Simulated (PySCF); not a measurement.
Species: C₅H₈BFO₂.
Structure used (PBE0-D3(BJ)/def2-SVP), in Å, numbered top down from 1:
```xyz
17
C5H8BFO2 angstrom
O      2.7245    0.2888   -0.9990
B      1.9693    0.5231    0.1047
O      2.5580    1.1186    1.1820
C      0.4616    0.0989    0.0656
C     -0.3838    0.0608    1.1099
C     -1.7383   -0.4617    0.7316
F     -2.7633    0.2823    1.2801
C     -1.7255   -0.3794   -0.7931
C     -0.2409   -0.3960   -1.1786
H      3.6322    0.5889   -0.8765
H      1.9438    1.2880    1.9018
H     -0.1489    0.3121    2.1496
H     -1.8729   -1.4971    1.1011
H     -2.3273   -1.1589   -1.2807
H     -2.1681    0.5972   -1.0465
H      0.1064   -1.4187   -1.4111
H     -0.0071    0.2078   -2.0689
```

Mayer bond orders were computed from the PBE0/pcSseg-1 density (PySCF). One conformer (not necessarily the lowest) at the PBE0-D3(BJ)/def2-SVP geometry, without solvent, vibrations or thermal averaging.

Question: Rank these bonds by Mayer order, highest first.
A. O1–B2
B. C4–C5
C. C6–F7
D. C8–C9

Answer: B (1.82), A (1.26), D (1.02), C (0.88).

Set the orders of all bonds between heavy atoms beside their lengths and the difference of the Hirshfeld charges at their ends.

```
 bond  Mayer order  length (Å)  q(first) − q(second) (e)
C4–C5        1.824       1.344                    -0.015
O1–B2        1.259       1.358                    -0.488
B2–O3        1.223       1.364                    +0.499
C6–C8        1.032       1.527                    +0.136
C9–C4        1.031       1.512                    +0.002
C8–C9        1.024       1.534                    -0.009
C5–C6        1.018       1.500                    -0.114
B2–C4        0.882       1.567                    +0.305
C6–F7        0.877       1.380                    +0.187
```

The Mayer order sums products of elements of PS (density times overlap matrix) between the two atoms' basis functions, so it depends on the basis set.

The run behind these numbers computed NMR shieldings as well. On Arm Neoverse V1, one thread, no GPU, shared host with 32 logical CPUs at a one-minute load of 9.5, this took 36 s of wall time (with the writing of density and orbital grids) and 0.97 GiB of memory at its peak.
